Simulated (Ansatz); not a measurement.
Reaction (ligand exchange at a Ge–N bond): `[GeH3]/[N]=C1\O[SiH2]1` + `NCS` → `NC[S][GeH3]` + `N=C1O[SiH2]1`

Program: Ansatz. Geometries: PBE0-D4/def2-TZVP. ΔE: electronic, gas phase. CCSD(T)/CBS is the MP2 limit (def2-TZVPP, def2-QZVPP) plus CCSD(T) − MP2 in def2-TZVPP, frozen cores. Functionals use def2-TZVPP. HSE06 is defined as in plane-wave codes. For Ge outer-core shells are correlated without core-valence functions, which leaves a few kJ/mol of doubt a bond. Scalar relativity is left out up to krypton. Each species was taken in one conformer, which may not be the lowest.

| level | ΔE (eV) |
| --- | --- |
| LDA (SPW92) | -0.54 |
| revPBE | -0.47 |
| PBE0 | -0.50 |
| HSE06 | -0.51 |
| HF/def2-SVP | -0.42 |
| CCSD/def2-SVP | -0.44 |
| SCS-MP2/def2-TZVPP | -0.38 |
| HF/CBS(def2) | -0.38 |

(1) What does CCSD(T)/CBS give? (Estimate.)

Largest T1 diagnostic among the species: 0.017.

Results:

(1) Computed: -0.44 eV. The listed levels differ from it by -0.10, -0.03, -0.06, -0.07, 0.02, 0.00, 0.06, 0.06 eV.

Leaving LDA and LC-ωPBE aside and taking each functional with its dispersion term where it has one, the values, not all of them listed here, spread over 0.12 eV, from PBE0-D4 to B2PLYP. LDA lies −0.04 eV from PBE without D4.
